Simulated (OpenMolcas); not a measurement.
Rh2+: effect of correlating more closed shells

```json
{"Program": "OpenMolcas 26.06", "Basis": "ANO-RCC-VTZP [7s6p4d2f1g]", "Scalar Hamiltonian": "DKH2, point nucleus", "Active space": "7 electrons in 6 orbitals (4d 5s)", "State averaging": "2S+1 = 4 even, 60 roots; 2S+1 = 6 even, 5 roots kept (CI in the orbitals of an earlier block); 2S+1 = 2 even, 110 roots kept (CI in the orbitals of an earlier block)", "Spin-orbit coupling": "RASSI with atomic mean-field integrals over the reference wave functions, term energies averaged over their components"}
```

Methods on the same reference wave functions:
A. CASSCF
B. MS-CASPT2, IPEA 0.25 Eh, imaginary shift 0.1 Eh (closed shells correlated: none)
C. MS-CASPT2, IPEA 0.25 Eh, imaginary shift 0.1 Eh (closed shells correlated: 4s 4p)

Energies in cm⁻¹ above 4d⁷ ⁴F_9/2, the measured ground level; measured values from the list in Shadmi, J. Res. Natl. Bur. Stand. 70A, 435 (1966).

```
               Level      A      B      C  Measured
          4d⁷ ⁴F_9/2    0.0    0.0    0.0       0.0
          4d⁷ ⁴F_7/2   2188   2210   2230      2148
          4d⁷ ⁴F_5/2   3623   3600   3620      3486
          4d⁷ ⁴F_3/2   4543   4470   4490      4322
          4d⁷ ⁴P_5/2  14949  11240  11180     11062
          4d⁷ ⁴P_3/2  15080  11380  11110     10997
          4d⁷ ²G_9/2  15950  14210  13340          
          4d⁷ ⁴P_1/2  16496  12800  12650          
          4d⁷ ²G_7/2  18101  16300  15470          
   4d⁷ ²P_3/2 [52 %]  20747  16940  16330          
         4d⁷ ²H_11/2  21359  19660  18230          
       4d⁷ ²D_5/2(1)  22832  18640  18650          
          4d⁷ ²P_1/2  23106  19430  18370          
          4d⁷ ²H_9/2  23495  21790  20420          
4d⁷ ²D_3/2(1) [65 %]  26494  22460  22160          
          4d⁷ ²F_5/2  34788  28790  27350          
          4d⁷ ²F_7/2  35811  29890  28440          
       4d⁶ 5s ⁶D_9/2  37023  44410  42210     43022
       4d⁶ 5s ⁶D_7/2  38316  45700  43510     44394
       4d⁶ 5s ⁶D_5/2  39191  46560  44370     45278
       4d⁶ 5s ⁶D_3/2  39781  47140  44950     45877
       4d⁶ 5s ⁶D_1/2  40126  47480  45290          
    4d⁶ 5s ⁴D_7/2(1)  50653  54450  52870          
    4d⁶ 5s ⁴D_5/2(1)  52098  55900  54320
```

Deviations, from unrounded energies. A percentage is the sum of absolute deviations over the sum of measured energies, with the sign that they share, or ± where signs differ.

```tsv
Against measurement	Levels	A	B	C
mean absolute deviation (cm-1)	9	3600	680	460
fine structure of the ground term (%)	3	+4.0	+3.3	+3.8
other terms of the ground configuration (%)	2	+36.1	+2.5	+1.0
other configurations (%)	4	-13.6	+2.9	-2.0
```

C lies closest to measurement on these levels and A furthest from it. The largest miss of C in the table is 4d⁶ 5s ⁶D_3/2, by -930 cm-1. The ranking rests on the paired levels alone, and a cruder setting can come out closer through cancelling errors.

Between B and C the level of the table that moves most is 4d⁶ 5s ⁶D_9/2, by 2200 cm-1 (lowest in C, highest in B). Moves below CASPT2's spread within the term are not significant.

The mean deviations of B to C differ by less than CASPT2's widest spread within a term (1300 cm-1), so their order carries little weight.

From A to B the spin-free energies of the other terms of 4d⁷ shown, above ⁴F, scale by factors of 0.72 to 0.91, as is usual when dynamic correlation screens the repulsion within a d or f shell.

The lowest spin-free term lies below A's lowest term by 0.177 hartree in B, 0.484 hartree in C.

What an inner shell adds also hangs on whether the basis holds functions to correlate it.

CASPT2 breaks the degeneracy within a term, and the mean is taken; among the terms shown or strongly mixed into the levels shown the widest spread is 1300 cm-1 (4d⁷ ⁴F, C). Terms from blocks run as CI alone lack orbitals of their own. A single d shell beside an s shell can misplace configurations of different d count against each other. Without dynamic correlation excited terms often stand tens of per cent too high (terms of higher spin than the ground term too low), and those without a measured partner can miss by more than the paired ones (holds for A). Blocks of more than 70 roots (2S+1 = 2 even) ran without multistate coupling (holds for B; C). The CASPT2 spread within a term exceeds the gap to the next term for 4d⁷ ²H and 4d⁷ ²D(1), so the order of their levels is uncertain (holds for C). Measured partners are found by configuration, term and J. A level has none where our copy of the source lacks it or the pairing is in doubt (some pairs that miss far off the trend of their configuration count as doubtful), and it then counts in no deviation. Only configurations of the active space appear. Levels that lie high or do not pair safely by name in every column are left out.

A share in square brackets marks a mixed level and gives the weight of the term that names it, the lowest over the columns. A number in round brackets counts repeated terms of one configuration in the order of the reference energies.
